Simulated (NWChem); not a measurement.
Molecule: MgHOF; SMILES [OH][Mg][F]

```xyz
4

Mg     0.1412    -0.2608     0.0000
F     -0.3352    -1.9546     0.0000
O      0.6156     1.4262     0.0000
H      0.8732     2.3410     0.0000
```
Atoms are numbered in this order, from 1.

The geometry was optimised at PBE0/def2-SVP.

Problem. List the 4 lowest vertical singlet excitations from PBE/def2-SVPD, TDA (NWChem).

Solution. 
```
state  energy (eV)  oscillator strength  leading excitation (squared amplitude)
-----  -----------  -------------------  --------------------------------------
S1            4.70                0.038                      HOMO → LUMO (1.00)
S2            4.70                0.038                    HOMO−1 → LUMO (1.00)
S3            6.05                0.037                    HOMO−3 → LUMO (0.78)
S4            6.05                0.037                    HOMO−2 → LUMO (0.78)
```
